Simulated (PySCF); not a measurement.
**Al⁺ (aluminium, charge +1) across methods**

[Ne] 3s1 3p1, high-spin 3P determinant (an excited configuration). All numbers are calculated (PySCF 2.14, the spin-free X2C one-electron Hamiltonian (Gaussian nucleus), in aug-cc-pVTZ-DK (6s5p3d2f, 50 functions)).

| method | E (hartree) | mean ε 2p β (eV) | mean ε 3s α (eV) | mean ε 3p α (eV) | Σ⟨r²⟩ (bohr²) | ⟨S²⟩ |
| --- | --- | --- | --- | --- | --- | --- |
| r2SCAN | -242.3944 | -80.942 | -16.527 | -10.684 | 19.05 | 2.000 |
| M06-2X | -242.3936 | -88.532 | -18.571 | -12.052 | 19.01 | 2.000 |
| PBE0 | -242.3058 | -83.977 | -17.481 | -11.500 | 19.10 | 2.000 |
| revPBE | -242.3714 | -79.242 | -16.215 | -10.518 | 19.13 | 2.000 |
| UHF | -241.97758 | -96.898 | -20.719 | -14.163 | 19.35 | 2.000 |
| B3LYP | -242.4352 | -83.214 | -17.201 | -11.191 | 19.03 | 2.000 |
| CAM-B3LYP | -242.4164 | -85.218 | -18.877 | -12.611 | 19.04 | 2.000 |
| LDA | -241.3493 | -79.376 | -16.340 | -10.404 | 19.15 | 2.000 |
| PBE | -242.2808 | -79.286 | -16.259 | -10.504 | 19.13 | 2.000 |
